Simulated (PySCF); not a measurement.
## How methods differ on the ionisation energy of Ge

Ge [Ar] 3d10 4s2 4p2 (3P) → Ge⁺ [Ar] 3d10 4s2 4p1 (2P), as a difference of total energies. Computed with PySCF 2.14 in def2-TZVPPD, with no relativity, point nucleus. Correlated levels: valence and next inner shell: [Ne] frozen. The calculations carry no spin-orbit coupling.

```tsv
method	ionisation energy (eV)	plus first-order spin-orbit estimate	difference from reference of that sum (eV)
UHF	7.435	7.410	-0.489
MP2 (valence and next inner shell)	7.861	7.836	-0.063
SCS-MP2 (valence and next inner shell)	7.757	7.732	-0.167
CCSD (valence and next inner shell)	7.849	7.824	-0.075
CCSD(T) (valence and next inner shell)	7.879	7.854	-0.045
```

Reference: 7.899 eV (measured; NIST Atomic Spectra Database, ionization energies).

A first-order spin-orbit estimate (lowest level to lowest level, LS coupling) adds -0.025 eV.

These non-relativistic numbers lack the scalar-relativistic shift.

Errors of the correlated levels include the incompleteness of this basis and the frozen core.
